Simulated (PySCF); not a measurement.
**Ionisation energy of Pt by level of theory**

Pt [Xe] 4f14 5d9 6s1 [5d3/2^4 5d5/2^5 6s1/2^1, M_J = 3] → Pt⁺ [Xe] 4f14 5d9 [5d3/2^4 5d5/2^5, M_J = 5/2], as a difference of total energies. Computed with PySCF 2.14 in x2c-SVPall-2c, with the two-component X2C-1e Hamiltonian. Correlated levels: [Kr] 4d10 4f14 frozen; the 22 highest virtual spinors dropped. "Screened" scales the spin-orbit matrix elements by Boettger's factors to mimic the two-electron term; Breit and QED terms are absent.

| method | ionisation energy (eV) |
| --- | --- |
| GHF (spin-free) | 7.605 |
| GMP2 (spin-free) | 8.409 |
| GHF (screened spin-orbit) | 7.576 |
| GMP2 (screened spin-orbit) | 8.414 |

Problem. How much does correlation contribute at GMP2 (screened spin-orbit)?

Solution. 8.414 − (7.576) = 0.838 eV, measured against GHF (screened spin-orbit).

The spin-free rows relax to the high-spin LS determinant and lack the spin-orbit shift.

Errors of the correlated levels include the incompleteness of this basis and the frozen core.

The labels give the starting determinants; with spin-orbit coupling the two ends relaxed to ⟨J²⟩ = 12.03, ⟨L²⟩ = 6.16, ⟨S²⟩ = 2.14 and ⟨J²⟩ = 10.49, ⟨L²⟩ = 7.02, ⟨S²⟩ = 1.20.

The determinant of Pt⁺ mixes levels of different J (the jj label is only the starting occupation), so the difference between spin-free and spin-orbit rows is not the physical spin-orbit shift.

For comparison: 8.959 eV (measured; NIST Atomic Spectra Database, ionization energies).
